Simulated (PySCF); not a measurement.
Mo(O)(OH)(Cl)2 (Cl2HMoO2), SMILES [O]=[Mo]([OH])([Cl])[Cl] (connectivity only; charge and spin as stated), neutral, multiplicity 2.

Geometry optimised at r2SCAN-D4/def2-SVP. The multiplicity is an assumed one; other spin states were not compared. The def2 effective core potentials stand for the cores of Mo; spin–orbit coupling is left out. The values are those of a single conformer.

Level of theory: TDA-PBE/def2-SVPD run with PySCF 2.14.0.

Vertical excitations. 

```tsv
state	energy (eV)	λ (nm)	f	main pairs
root 1	0.92	1345	0.001	α HOMO→LUMO 99 %
root 2	1.94	641	0.000	α HOMO→LUMO+1 99 %
root 3	2.79	444	0.002	α HOMO→LUMO+3 76 %, α HOMO→LUMO+2 23 %
root 4	2.83	438	0.002	α HOMO→LUMO+2 75 %, α HOMO→LUMO+3 23 %
root 5	3.65	340	0.000	α HOMO−1→LUMO 83 %, β HOMO→LUMO+1 15 %
root 6	3.77	329	0.014	α HOMO−3→LUMO 9 %, β HOMO→LUMO 81 %
root 7	3.79	327	0.001	α HOMO−2→LUMO 55 %, β HOMO→LUMO+1 21 %, β HOMO−1→LUMO+1 16 %
root 8	3.88	320	0.001	α HOMO−2→LUMO 15 %, α HOMO−1→LUMO 9 %, β HOMO→LUMO+1 62 %, β HOMO−1→LUMO+1 12 %
root 9	3.93	316	0.001	α HOMO−3→LUMO 15 %, β HOMO−1→LUMO 82 %
root 10	4.04	307	0.009	α HOMO−3→LUMO 58 %, β HOMO−2→LUMO+1 22 %, β HOMO−1→LUMO 9 %, β HOMO→LUMO 8 %
```
Unrestricted roots are not spin-pure.
